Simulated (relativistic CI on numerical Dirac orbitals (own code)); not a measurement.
# Spin-allowed bands of a d8 ion in a tetrahedral site, by hand

Problem. Take Δ = 3100 cm⁻¹ and B = 810 cm⁻¹ for a d8 ion in a tetrahedral site. Calculate the three spin-allowed bands.

Working.
1. The terms of highest spin are 3F (energy 0) and 3P (15B = 12150 cm⁻¹). Here the F term splits into A2 at +1.2Δ = 3720, T2 at +0.2Δ = 620 and T1 at −0.6Δ = -1860 cm⁻¹.
2. The two T1 states mix through the element 0.4Δ: H = [[-1860, 1240], [1240, 12150]], with roots ½(H₁₁ + H₂₂) ∓ ½√[(H₂₂ − H₁₁)² + 4H₁₂²] = ½(10290) ∓ ½(14228) = -1969 and 12259 cm⁻¹.
3. The ground term is 3T1 at -1969 cm⁻¹.
4. Bands: 3T2 2589 cm⁻¹ (3863 nm), 3A2 5689 cm⁻¹ (1758 nm), 3T1(P) 14228 cm⁻¹ (703 nm).

Check. Exact diagonalisation of the whole d8 shell with these parameters gives 3T2 2589, 3A2 5689, 3T1 14228 cm⁻¹. The match is exact, since without spin-orbit coupling no other term has this spin. The ratio of the second band to the first, 2.197, depends on Δ/B = 3.8 alone, which is how a Tanabe-Sugano diagram is read.
